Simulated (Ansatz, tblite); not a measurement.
Forces on Cr₂S₃ at its PBE0-D4/def2-SVP geometry. Total charge 0; singlet.

The xTB rows come from tblite. The restricted singlet is unstable towards broken spin symmetry in Hartree–Fock (as tested in another run); at PBE-D4/def2-TZVP this wasn't settled. At PBE-D4/def2-TZVP an occupied level lies above an empty one. Another isomer (singlet) lies 1.07 eV lower at PBE0-D4/def2-TZVP; other spin states weren't run for this one.

GFN1-xTB (tblite), largest force 1.59 eV/Å:

```xyz
5
positions Å, forces eV/Å
Cr   -0.983   -1.320   -0.551   -0.055    0.796    0.145
Cr    0.327    0.500    0.195   -1.441   -0.443   -0.505
S     2.103    1.059    0.821    1.191    0.442    0.433
S    -1.197   -0.453    1.412    0.293   -0.298   -0.526
S    -0.250    0.214   -1.877    0.011   -0.497    0.453
```

GFN2-xTB (tblite), largest force 2.44 eV/Å:

```
Cr -0.634 -1.468 -0.481
Cr -1.335 0.399 -0.304
S 2.233 0.625 0.770
S -0.594 -0.103 1.609
S 0.329 0.547 -1.594
```

PBE-D4/def2-TZVP (Ansatz), largest force 2.09 eV/Å:

```
Cr 0.351 0.800 0.556
Cr -2.034 -0.432 0.229
S 1.219 0.110 0.385
S 0.469 -0.185 -0.475
S -0.004 -0.294 -0.695
```
